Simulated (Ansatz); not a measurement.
Mulliken charges of GeH$_{4}$S (`[SH][GeH3]`) from PBE/def2-TZVPP in Ansatz (PBE0-D4/def2-TZVP geometry).

| atom | x (Å) | y (Å) | z (Å) | charge (e) |
| --- | --- | --- | --- | --- |
| S1 | 0.843 | -1.117 | 1.012 | -0.307 |
| Ge2 | -0.180 | 0.501 | -0.119 | 0.185 |
| H3 | 0.574 | -2.069 | 0.104 | 0.117 |
| H4 | -1.668 | 0.166 | -0.306 | 0.000 |
| H5 | 0.486 | 0.702 | -1.489 | -0.001 |
| H6 | -0.014 | 1.752 | 0.751 | 0.006 |

Problem. By hand: the dipole of these point charges (1 e Å = 4.8032 D).

Solution. Σ q r = (-0.226, 0.203, -0.315) e Å, of length 0.438 e Å = 2.10 D.

Problem. How does the dipole of the full density compare? (Estimate.)

Solution. The calculation gave: (-0.128, 0.049, -0.210) e Å, 1.20 D; the point charges give 1.75 times that, at 17° from its direction.

Point charges leave out the atoms' own dipoles, such as those of lone pairs, and Mulliken's split depends on the basis, so the two needn't agree.
